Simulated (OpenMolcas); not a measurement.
Levels of Pb2+ by method

```yaml
Program: OpenMolcas 26.06
Basis: ANO-RCC-VTZP [8s7p5d3f2g]
Scalar_Hamiltonian: DKH2, point nucleus
Active_space: 2 electrons in 4 orbitals (6s 6p)
State_averaging: 2S+1 = 3 even, 3 roots; 2S+1 = 1 even, 7 roots; 2S+1 = 3 odd, 3 roots; 2S+1 = 1 odd, 3 roots
Spin-orbit_coupling: RASSI with atomic mean-field integrals over the reference wave functions, term energies averaged over their components
```

Methods on the same reference wave functions:
A. CASSCF
B. SS-CASPT2, IPEA 0.25 Eh, imaginary shift 0.1 Eh (closed shells correlated: 5d)
C. MS-CASPT2, IPEA 0.25 Eh, imaginary shift 0.1 Eh (closed shells correlated: 5d)
D. XMS-CASPT2, IPEA 0.25 Eh, imaginary shift 0.1 Eh (closed shells correlated: 5d)

Energies in cm⁻¹ above 6s² ¹S₀, the measured ground level; measured values from Moore, Atomic Energy Levels, vol. III, NSRDS-NBS 35 (1971 reprint of NBS Circular 467, 1958).

```csv
Level,A,B,C,D,Measured
6s² ¹S₀,0.0,0.0,0.0,0.0,0.0
6s 6p ³P°₀,55353,61990,62610,64360,60397
6s 6p ³P°₁,59429,65640,66260,68000,64391
6s 6p ³P°₂,70612,77250,77870,79620,
6s 6p ¹P°₁,96868,92790,93410,94770,95340
6p² ³P₀,141582,146700,147320,148710,142551
6p² ³P₁,150781,156980,157610,159360,155432
6p² ¹S₀,186999,185110,186350,186000,188615
```

Deviations, from unrounded energies. A percentage is the sum of absolute deviations over the sum of measured energies, with the sign that they share, or ± where signs differ.

| Against measurement | Levels | A | B | C | D |
| --- | --- | --- | --- | --- | --- |
| mean absolute deviation (cm-1) | 6 | 3100 | 2400 | 2500 | 3500 |
| other configurations (%) | 6 | ±2.7 | ±2.1 | ±2.2 | ±2.9 |

B, C lie about equally close to measurement and D furthest from it. The largest miss of B in the table is 6p² ³P₀, by +4100 cm-1. The ranking rests on the paired levels alone, and a cruder setting can come out closer through cancelling errors.

Among B to D the level of the table that moves most is 6s 6p ³P°₂, by 2400 cm-1 (lowest in B, highest in D). Moves below CASPT2's spread within the term are not significant.

The lowest spin-free term lies below A's lowest term by 0.400 hartree in B, 0.403 hartree in C, 0.413 hartree in D.

CASPT2 breaks the degeneracy within a term, and the mean is taken; among the terms shown or strongly mixed into the levels shown the widest spread is 180 cm-1 (6s 6p ¹P°, D). Over all roots computed the reference weight is 0.87 to 0.93 in B, 0.87 to 0.93 in C, 0.80 to 0.93 in D; the roots of lowest weight are the least certain, and an intruder state may touch them. The ¹D term of p² mixes with s d, which this space lacks. Spin-orbit splittings of 6p shells tend to come out small when the coupling is added on scalar orbitals. Computed and measured levels are paired by configuration, term and J; levels that our copy of the source lacks, or whose pairing is in doubt (as where it misses far off the trend of its configuration), stay unpaired and out of the deviations. Only configurations of the active space appear. Levels that lie high or do not pair safely by name in every column are left out.

° marks odd parity.
